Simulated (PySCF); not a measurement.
# Gas-phase thermal properties of PbBr2

Method: PySCF energies (xtb for GFN2) plus ideal-gas RRHO corrections (1 bar). The comparison is the NASA 1993 polynomial table, which mixes measured and estimated data. All species are closed-shell singlets. Pb: scalar-relativistic def2 core potential, no spin-orbit coupling. Br: all electrons, no relativistic terms. The harmonic model lacks anharmonicity and excited electronic states, which grow with temperature; levels with a mode under 35 cm⁻¹ are left out. Soft modes under 120 cm⁻¹ make the harmonic entropy rough for PbBr2. The table's entry may be an old estimate for PbBr2 (not checked at source).

```csv
level,point group,σ,ZPE (kJ/mol),S°298 (J/mol/K),Cp298 (J/mol/K),S°1000 (J/mol/K),H1000 − H298 (kJ/mol)
table,-,-,-,339.4,56.9,409.2,40.6
GFN2-xTB,C2v,2,2.7,340.1,57.0,410.0,40.6
PBE/def2-SVP,C2v,2,2.8,339.8,56.8,409.6,40.6
PBE0/def2-TZVP,C2v,2,2.9,338.3,56.8,408.1,40.5
```
σ: rotational symmetry number. Electronic degeneracy used: 1. Frequencies are unscaled.
